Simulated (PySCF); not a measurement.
**Core-level binding energies of cyclo-(H2SiS)2**

Compound: cyclo-(H2SiS)2.
Bonds: Si1–S4, Si1–S8, S4–Si5, Si5–S8. Hydrogens: H2, H3 on Si1; H6, H7 on Si5.

Computed with delta-SCF UKS SCAN, pcX-2 on the ionised atom, pcseg-1 elsewhere, spin-free X2C in PySCF. Each binding energy is the total energy of the core-ionised species, with the hole localised on one atom, minus that of the ground state; both are solved self-consistently, so orbital relaxation is included.

Question: What binding energy does each computed site have?

Answer: 
```csv
atom(s),bonded to,level,binding energy (eV),2p1/2 (eV),count
S4/S8,2 Si,S 1s,2476.78,–,2
Si1/Si5,2 S and 2 H,Si 1s,1847.82,–,2
Si1/Si5,2 S and 2 H,Si 2p3/2,107.91,108.54,2
```

Question: Express the binding energy of Si 1s of Si1/Si5 in atomic units and per mole.

Answer: 1847.82 eV = 67.9061 Eh = 178288 kJ/mol.

Question: Which photon energy gives electrons from Si 1s of Si1/Si5 a kinetic energy of 50 eV, and what is their de Broglie wavelength?

Answer: hν = 1847.82 + 50 = 1897.82 eV, recoil neglected; λ = 12.264 Å/√(E/eV) = 1.73 Å.

Atoms equivalent by their bonding share one computed value, that of the first of them. Not every level is listed. Spin–orbit coupling isn't in the SCF: each 2p doublet comes from a relaxed spin-free hole plus a matrix of the shell (mean-field spin–orbit coupling and the ground-state 2p splitting), with 2p3/2 averaged over its two sublevels. 2p1/2 minus 2p3/2 (ligand field included): Si 0.63 eV. Isolated species at its PBE0-D3(BJ)/def2-SVP geometry (one conformer only).
